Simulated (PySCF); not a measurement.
A structure optimised at PBE-D3(BJ)/def2-SVP, used in a PySCF frequency run:

```xyz
13

C      2.9926    -0.4485    -0.1942
C      1.8226    -0.1178     0.3932
N      0.6453    -0.0001    -0.3440
C     -0.4328     0.3398     0.2718
C     -1.7497     0.4831    -0.4391
O     -2.7940    -0.1924     0.2439
H      3.9179    -0.5396     0.3927
H      3.0304    -0.6290    -1.2794
H      1.7764     0.0705     1.4899
H     -0.4638     0.5208     1.3777
H     -1.6183     0.1598    -1.4988
H     -2.0394     1.5578    -0.4550
H     -2.5647    -1.1404     0.2403
```

Write its SMILES and formula.

C=C/N=C/CO, C₄H₇NO

What are its rotational constants (standard atomic weights)?

18.949, 1.3641, 1.3376 GHz
